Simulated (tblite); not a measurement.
C3H13GeNSi.
Z-matrix (Å and degrees, GFN2-xTB geometry), rows numbered from 1:
```
C 
C   1  1.5257
C   2  1.5260  1  110.98
N   2  1.4571  1  111.60  3   124.15
Si  4  1.7301  2  117.23  1   102.66
Ge  4  1.8317  2  120.33  1   -54.98
H   1  1.0884  2  109.90  3  -178.52
H   1  1.0877  2  110.70  3    61.12
H   1  1.0911  2  109.77  3   -59.09
H   2  1.0974  1  108.13  3  -118.13
H   3  1.0875  2  109.65  1   175.97
H   3  1.0883  2  110.44  1    56.17
H   3  1.0875  2  110.31  1   -63.99
H   5  1.4648  4  106.14  2    48.53
H   5  1.4605  4  106.64  2   168.25
H   5  1.4725  4  112.94  2   -71.10
H   6  1.4989  4  110.54  2   -38.14
H   6  1.4925  4  106.41  2  -157.79
H   6  1.5072  4  112.53  2    83.06
```

Computed values, GFN2-xTB/tblite, gas phase, harmonic and unscaled. Errors from tens to a few hundred cm⁻¹ against measured bands are possible. Modes of hydrogen on germanium and silicon can be 10 to 20 % off. One conformer, not necessarily the lowest.

Harmonic wavenumbers (cm⁻¹): 36.1, 70.0, 100.6, 137.1, 178.5, 204.4, 209.8, 244.9, 323.6, 407.7, 466.3, 476.9, 538.0, 565.2, 587.2, 623.9, 756.0, 771.5, 795.9, 820.8, 826.7, 847.3, 877.6, 919.0, 936.0, 968.3, 1056.3, 1137.5, 1152.3, 1187.4, 1318.6, 1345.2, 1387.9, 1402.2, 1479.9, 1482.5, 1488.9, 1494.1, 1916.8, 1998.5, 2067.3, 2160.5, 2233.8, 2266.1, 2894.9, 2982.4, 3019.2, 3021.0, 3025.3, 3031.4, 3034.8.

A = 1835, B = 1549, C = 1047 MHz; mass 165.003 u (most abundant isotopes); point group C1, symmetry number 1.

**Question.** Zero-point energy?

**Answer.** ½Σν̃ = 31637 cm⁻¹ = 378.46 kJ/mol.

**Question.** Entropy at 298.15 K, 1 bar (ideal gas, RRHO, classical rotation)?

**Answer.** Translation 172.54, rotation 121.63, vibration 133.56: S = 427.7 J/(mol K).

**Question.** And Cp and H(298.15 K) − H(0)?

**Answer.** Cp = 170.33 J/(mol K), of which vibrations give 137.08 (their classical limit is 51 R = 424.0); H(298.15 K) − H(0) = 30.75 kJ/mol without the zero-point energy, 20.84 from vibrations.

**Question.** How do the functions run with temperature in this model?

**Answer.** 
```json
{"T (K)": "150", "S (J/(mol K))": "335.8", "Cp (J/(mol K))": "104.7", "H − H(0) (kJ/mol)": "10.37", "G − H(0) (kJ/mol)": "-40.00", "ln q(vib)": "3.44"}
{"T (K)": "250", "S (J/(mol K))": "399.6", "Cp (J/(mol K))": "149.2", "H − H(0) (kJ/mol)": "23.06", "G − H(0) (kJ/mol)": "-76.85", "ln q(vib)": "6.30"}
{"T (K)": "400", "S (J/(mol K))": "483.6", "Cp (J/(mol K))": "211.2", "H − H(0) (kJ/mol)": "50.23", "G − H(0) (kJ/mol)": "-143.22", "ln q(vib)": "10.51"}
{"T (K)": "600", "S (J/(mol K))": "581.8", "Cp (J/(mol K))": "273.8", "H − H(0) (kJ/mol)": "99.09", "G − H(0) (kJ/mol)": "-250.01", "ln q(vib)": "15.94"}
{"T (K)": "900", "S (J/(mol K))": "705.5", "Cp (J/(mol K))": "335.4", "H − H(0) (kJ/mol)": "191.22", "G − H(0) (kJ/mol)": "-443.73", "ln q(vib)": "23.50"}
```

q(vib) and H(0) count from the zero-point level.

**Question.** Blend soft modes into free rotors: weight 1/[1 + (100 cm⁻¹/ν̃)⁴] for the oscillator and the rest for a rotor with moment μB/(μ + B), μ = h/(8π²ν), B = 10⁻⁴⁴ kg m². What vibrational entropy results?

**Answer.** 122.37 J/(mol K) in place of 133.56, which changes −T·S at 298.15 K by +3.34 kJ/mol.

**Question.** Which modes carry the vibrational entropy at 298.15 K?

**Answer.** 36.1 cm⁻¹: 22.85; 70.0 cm⁻¹: 17.38; 100.6 cm⁻¹: 14.40; 137.1 cm⁻¹: 11.90; 178.5 cm⁻¹: 9.81; 204.4 cm⁻¹: 8.76 J/(mol K); the other 45 give 48.46 together.

**Question.** What must be added to the electronic energy to get the Gibbs energy at 298.15 K and 1 bar?

**Answer.** ZPE + [H(298.15 K) − H(0)] − T·S = 378.46 + 30.75 − 127.53 = 281.68 kJ/mol.

Hindered rotation and anharmonicity are outside this model. Other conformers, if any are populated, would add a mixing term that is left out. The structure is chiral; the term R ln 2 for an equal mix with its mirror image is left out.

Hardware: one thread, Arm Neoverse V2 (aarch64), no GPU, on a shared host. Cost: 0.58 s of wall time. The figure is for the frequency step alone.
